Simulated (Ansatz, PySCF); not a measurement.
C3H9NSi2, SMILES [SiH2]1C(C)=C[SiH2]N1. Atoms are numbered in the order given.

```xyz
15

C      0.7463     2.5310     0.0000
C      0.4204     1.0624     0.0000
C      1.3446     0.0750     0.0000
Si     0.6782    -1.6782     0.0000
N     -1.0265    -1.2921     0.0000
Si    -1.3593     0.4186     0.0000
H      1.8328     2.7121     0.0000
H      0.3128     3.0322     0.8832
H      0.3128     3.0322    -0.8832
H      2.4155     0.3237     0.0000
H      1.1111    -2.4651    -1.1970
H      1.1111    -2.4651     1.1970
H     -1.7540    -1.9986     0.0000
H     -2.1244     0.8892     1.1975
H     -2.1244     0.8892    -1.1975
```
Charge 0, spin multiplicity 1.

The structure is a stationary point at B3LYP-D3(BJ)/def2-SVP. The structure was generated by enumeration, and PubChem lists no compound with its InChIKey, so it may never have been made.

Two levels are set side by side: PBE-D3(BJ)/def2-SVP (Ansatz, a quantum-chemistry and plane-wave program) and B3LYP-D3(BJ)/def2-SVP (Ansatz). Each level has its own optimised geometry; the coordinates shown are those of the second. Frequencies come from the Hessian of PySCF at each geometry. Differences are taken from unrounded values.

| quantity | B3LYP-D3(BJ) | PBE-D3(BJ) | PBE-D3(BJ) minus B3LYP-D3(BJ) |
|---|---|---|---|
| mean bond length (Å) | 1.435 | 1.444 | 0.009 |
| bond C1–C2 (Å) | 1.504 | 1.504 | 0.000 |
| bond C2–C3 (Å) | 1.352 | 1.361 | 0.009 |
| bond C2–Si6 (Å) | 1.893 | 1.898 | 0.006 |
| bond C3–Si4 (Å) | 1.876 | 1.879 | 0.004 |
| bond Si4–N5 (Å) | 1.748 | 1.756 | 0.008 |
| bond N5–Si6 (Å) | 1.743 | 1.751 | 0.008 |
| bond C1–H7 (Å) | 1.102 | 1.109 | 0.008 |
| bond C1–H8 (Å) | 1.104 | 1.112 | 0.008 |
| bond C1–H9 (Å) | 1.104 | 1.112 | 0.008 |
| bond C3–H10 (Å) | 1.099 | 1.108 | 0.008 |
| bond Si4–H11 (Å) | 1.496 | 1.511 | 0.014 |
| bond Si4–H12 (Å) | 1.496 | 1.511 | 0.014 |
| bond N5–H13 (Å) | 1.014 | 1.021 | 0.007 |
| bond Si6–H14 (Å) | 1.497 | 1.511 | 0.014 |
| bond Si6–H15 (Å) | 1.497 | 1.511 | 0.014 |
| highest harmonic wavenumber (cm⁻¹) | 3630 | 3563 | -67 |
| mean harmonic wavenumber (cm⁻¹) | 1245 | 1207 | -37 |
| zero-point energy (kcal/mol) | 69.39 | 67.32 | -2.07 |

Exact exchange shortens and stiffens bonds; PBE has none. Differences between two approximate levels are no errors against the true value.
